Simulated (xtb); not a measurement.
A run for xtb: GFN1-xTB on CH6Si (SMILES C[SiH3]).

```
$ xtb mol.xyz --gfn 1 --sp --chrg 0 --uhf 0
8

C     -0.98120912    -0.11552810     0.01727101
Si     0.88181313     0.10385410    -0.01552161
H     -1.44102195     0.56993189     0.73144928
H     -1.24786862    -1.13367646     0.30640987
H     -1.41328137     0.08071387    -0.96565178
H      1.23787304     1.48908793    -0.40902871
H      1.50077543    -0.83014900    -0.98764403
H      1.46301947    -0.16413423     1.32271596
```

Question: Give the final energy of this run.

Answer: -7.2040 hartree.
